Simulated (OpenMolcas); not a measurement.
## Cr4+: moving the ligands

Cr4+ with 4 ligands (fluoride) in square-planar coordination (D4h) at 1.72 Å. Ligand basis ANO-RCC-VDZP.
```
Cr    0.0000    0.0000    0.0000
F     1.7200    0.0000    0.0000
F     0.0000    1.7200    0.0000
F    -1.7200    0.0000    0.0000
F     0.0000   -1.7200    0.0000
```

```yaml
Program: OpenMolcas
Method: "SS-CASPT2, IPEA 0.25 Eh, imaginary shift 0.1 Eh (closed shells correlated: 3s 3p and the ligand valence shells)"
Basis: ANO-RCC-VTZP [6s5p3d2f1g]
Scalar_Hamiltonian: DKH2, point nucleus
Active_space: 2 electrons in 5 orbitals (3d)
State_averaging: 2S+1 = 3 even, 10 roots; 2S+1 = 1 even, 15 roots
Spin-orbit_coupling: state interaction with AMFI integrals over the reference wave functions
```

Runs around this geometry, states (labels of D4, the rotations of D4h). Energies in cm-1 above the lowest state or level, χT in cm3 K/mol.

```
R (Å)  Ground state  First state of that spin  First gap with spin-orbit (degeneracies)  χT at 300 K  First state of another spin
 1.69            3E                      3430                                 63 (1, 1)        0.879               2S+1 = 1: 5120
 1.72            3E                      3430                                 65 (1, 1)        0.878               2S+1 = 1: 5690
  1.8            3E                      3200                                 71 (1, 1)        0.873               2S+1 = 1: 6960
```

Over all roots computed the reference weight is 0.73 to 0.75 in R = 1.69, 0.73 to 0.75 in R = 1.72, 0.72 to 0.73 in R = 1.8; a low but even weight reflects the number of correlated electrons. An orbital doublet at a regular site is open to a Jahn-Teller distortion, which this geometry leaves out. The least metal-like active orbital is 76 % on the metal (Löwdin) and no ligand orbital is active, so the numbers are rough. Ligand-to-metal charge-transfer states are missing. With no ligand orbital active B as a rule stays too high, so bands that hang on it stand too high and its fall with covalency is understated. No measured value stands beside these numbers; the geometry is a model, was not optimised and need not be the one that this ion takes.

A state without a sure symmetry label is named by its multiplicity alone.
